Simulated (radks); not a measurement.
The numbers below are computed, except where a source is named.
Ionisation ladder of rhenium, from Re66+ to Re74+. Each ion is in the ground configuration listed by NIST, and IE = E(next ion) - E(this ion), with E = 0 for the bare nucleus. Code: a radial shooting solver on a logarithmic mesh with Libxc functionals. Model: scalar-relativistic Kohn-Sham, BLYP, spin-polarised, spherical densities, finite nucleus; open shells are filled with parallel spins first (spin-orbit coupling, left out, can overturn this in heavy ions); Fermi nuclear charge, rms radius 5.3698 fm.

| species | configuration | E (hartree) | IE, Delta-SCF (eV) | -e(HOMO) (eV) | HOMO | <r> HOMO (bohr) | IE, NIST (eV) | kind | error (eV) |
|---|---|---|---|---|---|---|---|---|---|
| Re66+ | [He] 2s2 2p5 | -10784.3104 | 16856.1 | 16696.5 | 2p down | 0.0666 | 16410 | theory | +446.1 |
| Re67+ | [He] 2s2 2p4 | -10164.8619 | 17184.9 | 17028.8 | 2p down | 0.0663 | 16780 | theory | +404.9 |
| Re68+ | [He] 2s2 2p3 | -9533.3296 | 17629.7 | 17462.5 | 2p up | 0.0657 | 17120 | theory | +509.7 |
| Re69+ | [He] 2s2 2p2 | -8885.4515 | 17974.5 | 17808.4 | 2p up | 0.0654 | 19000 | theory | -1025.5 |
| Re70+ | [He] 2s2 2p1 | -8224.9001 | 18312.8 | 18150.6 | 2p up | 0.0650 | 19420 | theory | -1107.2 |
| Re71+ | [He] 2s2 | -7551.9164 | 20004 | 19877.2 | 2s | 0.0731 | 19950 | theory | +53.8 |
| Re72+ | [He] 2s1 | -6816.7888 | 20345 | 20215 | 2s up | 0.0728 | 20297.4 | theory | +47.5 |
| Re73+ | [He] | -6069.1263 | 81853 | 81326 | 1s | 0.0179 | 81556.6 | theory | +296.0 |
| Re74+ | 1s1 | -3061.1000 | 83297 | 82764 | 1s up | 0.0178 | 83162.4 | theory | +134.4 |

Reference values: NIST Atomic Spectra Database (exp. = measured, semi-emp. = semi-empirical, theory = theoretical value adopted there). The ionisation energy per charge of the ion left behind rises most, in proportion, at Re73+ ([He]), from 278.70 to 1106.1 eV. Open shells are spherical and high-spin; term and fine-structure splittings are not resolved. Spin-orbit splitting is averaged out at the scalar-relativistic level.
